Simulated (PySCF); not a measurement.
Isomers of H2B3N. All species are isolated molecules in the gas phase. One relaxed conformer stands for each flexible species; it need not be the lowest. Strings in code marks are SMILES.

The numbers are results of PySCF with ωB97X-D3(BJ)/def2-TZVP // B3LYP-D3(BJ)/def2-TZVP, not measurements. Delta-SCF ions had no search for a lower state. Excitations are Tamm–Dancoff values on a coarser integration grid. The basis has no diffuse functions, so Rydberg states are missing or too high.

```csv
species,T1 excitation (TDA) (eV),S1–T1 gap (TDA) (eV),S1 oscillator strength,vertical ionisation energy (Delta-SCF) (eV),HOMO–LUMO gap (eV)
`B1=BB1N` (H–N–B–B torsion 90°),0.73,0.46,0.007,9.14,7.57
`B=BB=N` (B–B–B–N torsion 42°),2.98,0.88,0.000,8.25,6.19
`B=BN=B` (B–B–N–B torsion 19°),2.77,0.81,0.000,6.95,5.98
```
